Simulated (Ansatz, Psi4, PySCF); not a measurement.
C₃H₅ (SMILES [CH2]C=C), doublet (typed; the unrestricted solution is spin-contaminated), geometry from GFN2-xTB. Base run: HF/6-311G** (PySCF).

Input for PySCF:
```python
from pyscf import gto, scf

mol = gto.M(
    atom='''
C    -0.703286    0.486303   -0.882525
C     0.073870   -0.400290   -0.180430
C     0.638166   -0.133428    1.041582
H    -1.125091    0.233430   -1.837728
H    -0.912711    1.466713   -0.491781
H     0.253625   -1.374346   -0.619483
H     1.240627   -0.859497    1.555529
H     0.491049    0.818197    1.521698
''',
    basis='6-311g**',
    charge=0,
    spin=1,
    verbose=3,
)

mf = scf.UHF(mol)
mf.kernel()
```

The same geometry, method and basis name were run in Ansatz (a first-principles code) and Psi4 and PySCF, at each program's defaults and at the settings that a row names. The base is PySCF at its defaults. Differences at the defaults can come from grids, fitting, cores and function types together.

```
code and settings                                                           ΔE vs base (mEh)  basis functions      E (Eh)  SCF cycles  dipole (D)
--------------------------------------------------------------------------  ----------------  ---------------  ----------  ----------  ----------
PySCF, defaults (exact integrals, spherical functions)                                 0.000               84  -116.49812          12        0.04
Psi4, defaults (density fitting with its default set, spherical functions)             0.035               84  -116.49808          10        0.04
Ansatz, defaults (factorised integrals, spherical functions)                           0.000               84  -116.49812           -           -
PySCF, density fitting with def2-universal-jkfit                                       0.024               84  -116.49809          12        0.04
Psi4, exact integrals, spherical functions                                             0.000               84  -116.49812          13        0.04
Ansatz, high accuracy                                                                  0.000               84  -116.49812           -           -
```

Open shells are given as the SCF converged; they aren't shown to be the lowest states, and a large step between rows can be another state.
